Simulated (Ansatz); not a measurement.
**Reading a saddle point**

A first-order saddle point of AlH3Cl2O, closed shell, PBE0-D4/def2-TZVP, with one imaginary mode of 1247i cm⁻¹:

Al1  (-0.385, -0.512, -0.109)
H2  (0.318, -0.205, 1.456)
Cl3  (0.040, -2.426, -0.805)
Cl4  (-2.323, 0.261, -0.244)
H5  (0.791, 0.477, 0.785)
O6  (0.893, 0.752, -0.416)
H7  (0.665, 1.653, -0.667)
(Å)

Computed with Ansatz 0.2.0 (basis: def2-TZVPP and def2-QZVPP); correlated methods freeze the cores. Extrapolation: Hartree–Fock as exp(−7.88 √X), correlation as X^−2.97.

Problem. Which contacts change along the imaginary mode, and what lies on either side? (Judge from chemistry; the calculation decides.)

Solution. The calculation gives: The step is AlHCl₂ ([Cl][AlH][Cl]) + H₂O → AlHCl₂O ([OH][Al]([Cl])[Cl]) + H₂, with the molecules in contact on both sides. Shortening one way: Al1–O6, H2–H5; lengthening the same way: Al1–H2, H5–O6.
| pair | one side (Å) | saddle (Å) | other side (Å) |
| --- | --- | --- | --- |
| Al1–O6 | 1.97 | 1.82 | 1.68 |
| H2–H5 | 2.77 | 1.07 | 0.76 |
| Al1–H2 | 1.58 | 1.74 | 2.30 |
| H5–O6 | 0.96 | 1.24 | 2.62 |

Problem. Which side is lower, and how far does the saddle lie above each? (To be estimated.)

Solution. The calculation gives: The side with Al1–O6, H2–H5 short is lower by 4.16 kcal/mol; the saddle lies 25.17 kcal/mol above it and 21.02 kcal/mol above the other (CCSD(T) at an estimated basis limit (MP2 extrapolated from triple and quadruple zeta, plus CCSD(T) − MP2 in triple zeta); electronic energies).

No T1 diagnostic of these runs exceeds 0.011.

The step is the kind of ligand exchange by which a precursor binds to a hydroxyl group, or is hydrolysed, in atomic layer deposition of oxides.

Labels in which every atom is bracketed show which atoms are joined, not bond orders.

For scale, one of the runs: CCSD(T)/def2-TZVPP, 199 basis functions, launched by `ansatz run in.yaml --threads 4 --pin off --events-out ev --progress --plain --max-ram 9574MiB`. The run took 29 s on 4 CPU threads of an Arm Neoverse V2 (shared host), with 2.2 GiB of host memory at its peak.
